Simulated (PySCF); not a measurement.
PySCF input file for C₃H₅NSi₂, SMILES C#CC1=N[SiH2][SiH2]1, ωB97X-D3(BJ)/def2-SVP. Geometry optimised at ωB97X-D3(BJ)/def2-SVP. The structure was generated by enumeration, and PubChem lists no compound with its InChIKey, so it may never have been made.

```python
import numpy as np
from pyscf import gto, scf, dft, df
from pyscf.hessian import thermo

mol = gto.M(
    atom='''
    C    -0.22476152   -3.26224090    0.00000000
    C    -0.25665875   -2.05151991    0.00000000
    C    -0.20188041   -0.60742121    0.00000000
    N    -1.26209214    0.13489194   -0.00000000
    Si   -0.59151791    1.81399480    0.00000000
    Si    1.35488106    0.53610160   -0.00000000
    H    -0.21528575   -4.33870722   -0.00000000
    H    -0.98332100    2.58228635    1.21349538
    H    -0.98332099    2.58228635   -1.21349539
    H     2.21464640    0.42781669   -1.21419148
    H     2.21464640    0.42781669    1.21419148
    ''',
    basis='def2-SVP',
    charge=0,
    spin=0,
    max_memory=1600,
    verbose=3,
)
mf = dft.RKS(mol, xc='wb97x-d3bj').density_fit(auxbasis='def2-universal-jkfit')
mf.grids.level = 3
mf.conv_tol = 1e-11
mf.max_cycle = 100
mf.kernel()

# [left out here: the lines that compute and print the analytic Hessian (its translational invariance restored by hand, since the grid's response is missing), thermochemistry and intensities]
```

Program output:

```
converged SCF energy = -750.759081612239

WARN: DFTD3 does not support analytical Hessian, using finite difference


WARN: Mole.unit (angstrom) is changed to Bohr

Mode                                 0                   1                   2
Irrep
Freq [cm^-1]                      106.1877            145.4837            226.9027
Reduced mass [au]                   3.2942              4.4419              2.6307
Force const [Dyne/A]                0.0219              0.0554              0.0798
Char temp [K]                     152.7804            209.3187            326.4624
Normal mode                   x     y     z       x     y     z       x     y     z
       0   C                -0.00 -0.00 -0.12    0.17  0.02 -0.00    0.00 -0.00  0.09
       1   C                 0.00 -0.00  0.01   -0.04  0.02  0.00   -0.00 -0.00 -0.13
       2   C                 0.00 -0.00  0.08   -0.09  0.02  0.00   -0.00 -0.00 -0.13
       3   N                 0.00 -0.00  0.16   -0.06  0.06 -0.00   -0.00  0.00  0.10
       4  Si                 0.00 -0.00 -0.07    0.03  0.03 -0.00    0.00  0.00  0.01
       5  Si                 0.00  0.00  0.02   -0.04 -0.08  0.00   -0.00 -0.00 -0.00
       6   H                -0.00 -0.00 -0.23    0.34  0.02 -0.00    0.00 -0.00  0.28
       7   H                 0.02  0.21 -0.20    0.07  0.05 -0.00    0.02  0.11 -0.05
       8   H                -0.02 -0.21 -0.20    0.07  0.05  0.00   -0.02 -0.11 -0.05
       9   H                 0.08 -0.07  0.08   -0.04 -0.13 -0.00    0.26  0.09  0.18
      10   H                -0.08  0.07  0.08   -0.04 -0.13  0.00   -0.26 -0.09  0.18
Mode                                 3                   4                   5
Irrep
Freq [cm^-1]                      370.6040            407.4854            440.1109
Reduced mass [au]                   1.1532              7.2192              6.0646
Force const [Dyne/A]                0.0933              0.7063              0.6921
Char temp [K]                     533.2166            586.2808            633.2216
Normal mode                   x     y     z       x     y     z       x     y     z
       0   C                 0.00 -0.00 -0.03   -0.01  0.12  0.00   -0.02  0.01 -0.00
       1   C                -0.00 -0.00  0.09    0.03  0.11 -0.00    0.14  0.01  0.00
       2   C                -0.00 -0.00 -0.02   -0.01  0.07 -0.00    0.06  0.01 -0.00
       3   N                -0.00  0.00 -0.01   -0.06 -0.01  0.00    0.06  0.01  0.00
       4  Si                 0.00  0.00 -0.01   -0.05 -0.08 -0.00   -0.05  0.09 -0.00
       5  Si                -0.00  0.00 -0.03    0.08 -0.04  0.00   -0.03 -0.09 -0.00
       6   H                 0.00 -0.00 -0.12   -0.05  0.12  0.00   -0.17  0.00 -0.00
       7   H                 0.29 -0.22  0.23   -0.04 -0.06 -0.00   -0.12  0.05 -0.00
       8   H                -0.29  0.22  0.23   -0.04 -0.06  0.00   -0.12  0.05  0.00
       9   H                 0.37 -0.19  0.26    0.05 -0.16 -0.01   -0.03 -0.16  0.01
      10   H                -0.37  0.19  0.26    0.05 -0.16  0.01   -0.03 -0.16 -0.01
Mode                                 6                   7                   8
Irrep
Freq [cm^-1]                      471.5572            480.3147            589.4609
Reduced mass [au]                   6.0980              1.7283              1.3748
Force const [Dyne/A]                0.7989              0.2349              0.2815
Char temp [K]                     678.4658            691.0659            848.1030
Normal mode                   x     y     z       x     y     z       x     y     z
       0   C                -0.03  0.04 -0.00   -0.00  0.00  0.03    0.00  0.00 -0.00
       1   C                 0.14  0.04  0.00    0.00  0.00 -0.16   -0.00  0.00  0.02
       2   C                -0.01  0.02 -0.00   -0.00  0.00  0.09    0.00 -0.00 -0.06
       3   N                -0.06 -0.03 -0.00   -0.00 -0.00  0.00    0.00  0.00  0.06
       4  Si                 0.08 -0.05  0.00    0.00 -0.00 -0.03    0.00 -0.00 -0.06
       5  Si                -0.10  0.01 -0.00   -0.00  0.00  0.03   -0.00  0.00  0.05
       6   H                -0.18  0.04 -0.00   -0.00  0.00  0.19    0.00  0.00 -0.02
       7   H                 0.16 -0.01  0.00    0.27 -0.07  0.11    0.33 -0.18  0.16
       8   H                 0.16 -0.01 -0.00   -0.27  0.07  0.11   -0.33  0.18  0.16
       9   H                -0.12  0.03 -0.01   -0.16 -0.37 -0.05   -0.19  0.37 -0.12
      10   H                -0.12  0.03  0.01    0.16  0.37 -0.05    0.19 -0.37 -0.12
Mode                                 9                  10                  11
Irrep
Freq [cm^-1]                      618.8927            680.2231            695.7412
Reduced mass [au]                   7.3965              1.1801              1.2140
Force const [Dyne/A]                1.6692              0.3217              0.3462
Char temp [K]                     890.4488            978.6895           1001.0167
[...]
       4  Si                 0.02 -0.04  0.00   -0.06 -0.05 -0.00    0.01  0.01  0.00
       5  Si                -0.01  0.02 -0.00   -0.01 -0.03  0.00   -0.04  0.01  0.00
       6   H                -0.01 -0.06  0.00   -0.01 -0.02  0.00   -0.01  0.03 -0.00
       7   H                -0.34 -0.24  0.01    0.36  0.13  0.01    0.01 -0.13  0.08
       8   H                -0.34 -0.24 -0.01    0.36  0.13 -0.01    0.01 -0.13 -0.08
       9   H                -0.03 -0.16  0.00    0.09  0.26  0.04    0.53 -0.07  0.39
      10   H                -0.03 -0.16 -0.00    0.09  0.26 -0.04    0.53 -0.07 -0.39
Mode                                18                  19                  20
Irrep
Freq [cm^-1]                      967.0901           1145.6651           1640.5970
Reduced mass [au]                   1.0684              8.5626             12.3465
Force const [Dyne/A]                0.5888              6.6218             19.5793
Char temp [K]                    1391.4273           1648.3570           2360.4539
Normal mode                   x     y     z       x     y     z       x     y     z
       0   C                 0.00 -0.00 -0.00   -0.01  0.09  0.00   -0.00 -0.02  0.00
       1   C                -0.00 -0.00 -0.00    0.04  0.04 -0.00    0.00  0.00  0.00
       2   C                 0.00  0.01  0.00   -0.13 -0.21  0.00   -0.17  0.14  0.00
       3   N                -0.01 -0.01 -0.00    0.07  0.00 -0.00    0.14 -0.10 -0.00
       4  Si                -0.02  0.04 -0.00   -0.00  0.01 -0.00    0.00 -0.00 -0.00
       5  Si                 0.01 -0.01  0.00    0.02  0.02 -0.00   -0.00  0.00 -0.00
       6   H                -0.00 -0.00 -0.00   -0.02  0.11 -0.00   -0.01 -0.03  0.00
       7   H                 0.23 -0.48  0.40    0.01  0.01  0.00    0.02  0.02 -0.01
       8   H                 0.23 -0.48 -0.40    0.01  0.01 -0.00    0.02  0.02  0.01
       9   H                -0.11  0.04 -0.09   -0.08 -0.05 -0.07    0.00 -0.01  0.00
      10   H                -0.11  0.04  0.09   -0.08 -0.05  0.07    0.00 -0.01 -0.00
Mode                                21                  22                  23
Irrep
Freq [cm^-1]                     2249.0489           2250.1291           2257.6165
Reduced mass [au]                   1.3566              2.4590              1.0524
Force const [Dyne/A]                4.0430              7.3354              3.1603
Char temp [K]                    3235.8806           3237.4348           3248.2075
Normal mode                   x     y     z       x     y     z       x     y     z
       0   C                 0.00 -0.09  0.00   -0.00  0.13  0.00   -0.00  0.00 -0.00
       1   C                -0.00  0.12  0.00    0.00 -0.19  0.00    0.00 -0.00  0.00
       2   C                 0.00 -0.02  0.00    0.00  0.03  0.00   -0.00  0.00  0.00
       3   N                -0.00 -0.00  0.00   -0.00  0.00  0.00    0.00 -0.00 -0.00
       4  Si                -0.00  0.00  0.00   -0.00  0.00  0.00    0.00 -0.00 -0.01
       5  Si                -0.02  0.00 -0.00   -0.01  0.00 -0.00   -0.00  0.00  0.04
       6   H                 0.00 -0.17  0.00   -0.00  0.26  0.00    0.00  0.00  0.00
       7   H                 0.02 -0.04 -0.06    0.03 -0.05 -0.09   -0.04  0.09  0.13
       8   H                 0.02 -0.04  0.06    0.03 -0.05  0.09    0.04 -0.09  0.13
       9   H                 0.33 -0.04 -0.48    0.20 -0.02 -0.30    0.39 -0.05 -0.54
      10   H                 0.33 -0.04  0.48    0.20 -0.02  0.30   -0.39  0.05 -0.54
Mode                                24                  25                  26
Irrep
Freq [cm^-1]                     2269.7143           2273.6079           3481.3165
Reduced mass [au]                   1.0350              1.0530              1.1647
Force const [Dyne/A]                3.1414              3.2071              8.3170
Char temp [K]                    3265.6135           3271.2155           5008.8394
Normal mode                   x     y     z       x     y     z       x     y     z
       0   C                -0.00  0.01 -0.00   -0.00  0.00 -0.00    0.00 -0.11  0.00
       1   C                 0.00 -0.02  0.00    0.00 -0.00 -0.00   -0.00  0.03  0.00
       2   C                -0.00  0.00 -0.00   -0.00  0.00  0.00   -0.00 -0.00  0.00
       3   N                 0.00 -0.00 -0.00    0.00 -0.00  0.00    0.00 -0.00 -0.00
       4  Si                 0.01 -0.02 -0.00    0.00 -0.00  0.04    0.00 -0.00 -0.00
       5  Si                -0.01  0.00 -0.00   -0.00  0.00  0.01   -0.00 -0.00  0.00
       6   H                -0.00  0.02 -0.00   -0.00  0.00  0.00   -0.01  0.92 -0.00
       7   H                -0.17  0.34  0.57    0.18 -0.35 -0.54   -0.00  0.00  0.00
       8   H                -0.17  0.34 -0.57   -0.18  0.35 -0.54   -0.00  0.00 -0.00
       9   H                 0.07 -0.01 -0.10    0.10 -0.01 -0.13    0.00  0.00 -0.00
      10   H                 0.07 -0.01  0.10   -0.10  0.01 -0.13    0.00  0.00  0.00
temperature 298.1500 [K]
pressure 101325.00 [Pa]
Rotational constants [GHz] 4.89038 1.56815 1.22150
Symmetry number 1
Zero-point energy (ZPE) 0.06503 [Eh]   170732.035 [J/mol]
                           tot       elec      trans        rot        vib
Entropy [J/mol/K]       348.252      0.000    167.510    116.861     63.881
Cv [J/mol/K]            113.233      0.000     12.472     12.472     88.289
Cp [J/mol/K]            121.547      0.000     20.786     12.472     88.289
Internal energy [J/mol]                      3718.434   3718.434 182297.795
Internal energy [Eh]   -750.68682  -750.75908
Enthalpy [J/mol]                             6197.391   3718.434 182297.795
Enthalpy [Eh]          -750.68587
Gibbs free energy [J/mol]                  -43745.620 -31123.805 163251.760
Gibbs free energy [Eh] -750.72542
static polarisability / bohr^3: [[ 76.387 -10.615   0.   ]
 [-10.612 120.1    -0.   ]
 [  0.     -0.     58.483]]
largest difference of analytic and finite-field dipole derivatives / e: 0.001222815335662819
mode   freq/cm-1   IR/(km/mol)   Raman/(A^4/amu)   depolarisation
   1      106.19         4.413             3.319            0.750
   2      145.48         3.227            10.388            0.749
   3      226.90         0.135             5.569            0.750
   4      370.60        27.261             3.338            0.750
   5      407.49         6.991             6.256            0.714
   6      440.11        15.049             4.794            0.587
   7      471.56         1.915            23.066            0.284
   8      480.31         2.971             2.824            0.750
   9      589.46         3.985             4.934            0.750
  10      618.89         2.643            19.498            0.158
  11      680.22        19.379            14.881            0.750
  12      695.74        72.664             3.838            0.502
  13      712.35         2.026            11.831            0.750
  14      718.36        42.618             2.951            0.674
  15      768.19        28.286             6.139            0.750
  16      785.42        12.863             7.486            0.494
  17      847.26       251.711             6.645            0.737
  18      944.83       125.120            15.894            0.720
  19      967.09       150.679            20.999            0.691
  20     1145.67        16.370            19.781            0.318
  21     1640.60       114.243            91.096            0.291
  22     2249.05        73.835           303.665            0.009
  23     2250.13        74.848           359.463            0.541
  24     2257.62        49.622           144.440            0.750
  25     2269.71       109.051           304.537            0.083
  26     2273.61       154.202           111.350            0.750
  27     3481.32        72.562            32.749            0.222
max |gradient| / (hartree/bohr): 4.23855102402353e-05
APT charges: [-0.2335 -0.2448  0.3037 -0.8311  1.0535  0.7584  0.2175 -0.2721 -0.2721
 -0.2396 -0.2396]
```

The calculation finished and met its thresholds.

Cost: roughly 7 core-minutes.
